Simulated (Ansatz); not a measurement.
Reaction (cleavage of the B–Si bond): `O[SiH2]B(F)Br` + NH₃ → `NB(F)Br` + `O[SiH3]`

Gas-phase electronic energies from Ansatz, PBE0-D4/def2-TZVP geometries. CBS: MP2 limit from def2 TZ/QZ plus the TZ coupled-cluster correction, frozen cores. This one scheme is used for every species. DFT in def2-TZVPP. B3LYP here is the variant with VWN-RPA as its local correlation; programs differ in this. For Br outer-core shells are correlated without core-valence functions, which leaves a few kJ/mol of doubt a bond. Scalar relativity is left out up to krypton. One conformer a species, not always the lowest.

| level | ΔE (kcal/mol) |
| --- | --- |
| revPBE-D4 | -30.2 |
| B97M-V | -33.6 |
| r2SCANh-D4 | -33.9 |
| r2SCAN0-D4 | -34.6 |
| B2PLYP | -35.0 |
| BLYP | -33.2 |
| B3LYP | -34.8 |
| HF/CBS(def2) | -38.9 |

Q: What does CCSD(T)/CBS give? (Estimate.)

A: Computed: -33.0 kcal/mol. The listed levels differ from it by 2.8, -0.6, -0.9, -1.6, -2.0, -0.2, -1.8, -5.9 kcal/mol.

Largest T1 diagnostic among the species: 0.012.

At CCSD(T), def2-SVP lies −5.5 kcal/mol from the extrapolated value and def2-TZVPP −0.8 kcal/mol. From r2SCAN to r2SCAN0 (25 % exact exchange), in def2-TZVPP and without D4, ΔE moves by −1.3 kcal/mol. In def2-TZVPP, CCSD(T) changes the Hartree–Fock value by +5.1 kcal/mol (the triples alone add +0.9 kcal/mol) and MP2 by +3.6 kcal/mol.
